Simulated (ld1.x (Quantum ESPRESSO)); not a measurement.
**Mg: excitation energies, all-electron against ultrasoft**

magnesium, ultrasoft, made with ld1.x (Quantum ESPRESSO) 7.5 (BLYP, scalar-relativistic). Core [Ne], reference 3s1 3p0 (charge +1). Waves: 3s (bound): rcut 1.85, rcutus 2.40 bohr; 3s channel at 3.7 Ry: rcut 1.85, rcutus 2.40 bohr; 3p (bound, empty): rcut 2.05, rcutus 2.50 bohr; 3p channel at -0.2 Ry: rcut 2.05, rcutus 2.50 bohr. Local part: all-electron potential smoothed inside 2.10 bohr (lloc = -1). Core correction: Bessel-smoothed model core inside 1.75 bohr. Augmentation charge: PSQ, inside the norm-conserving radii.

Energies are relative to the spin-unpolarised reference configuration 3s1 3p0; without spin polarisation the order of configurations can differ from experiment.

Problem. Give the all-electron excitation energy and the error of the potential for: 3s2 3p0; 3s1.5 3p0; 3s1 3p1; 3s0 3p1; 3s0 3p2.

Solution.

```json
{"valence configuration": "3s2 3p0", "charge": "0", "ΔE all-electron (eV)": "-7.894", "error AE − PS (meV)": "-1.5"}
{"valence configuration": "3s1.5 3p0", "charge": "+0.5", "ΔE all-electron (eV)": "-4.803", "error AE − PS (meV)": "-0.5"}
{"valence configuration": "3s1 3p1", "charge": "0", "ΔE all-electron (eV)": "-4.363", "error AE − PS (meV)": "+0.1"}
{"valence configuration": "3s0 3p1", "charge": "+1", "ΔE all-electron (eV)": "4.449", "error AE − PS (meV)": "-0.6"}
{"valence configuration": "3s0 3p2", "charge": "0", "ΔE all-electron (eV)": "-0.561", "error AE − PS (meV)": "+0.7"}
```

Levels in the configuration 3s1.5 3p0:

| level | all-electron (eV) | pseudo (eV) |
| --- | --- | --- |
| 3s | -7.846 | -7.844 |
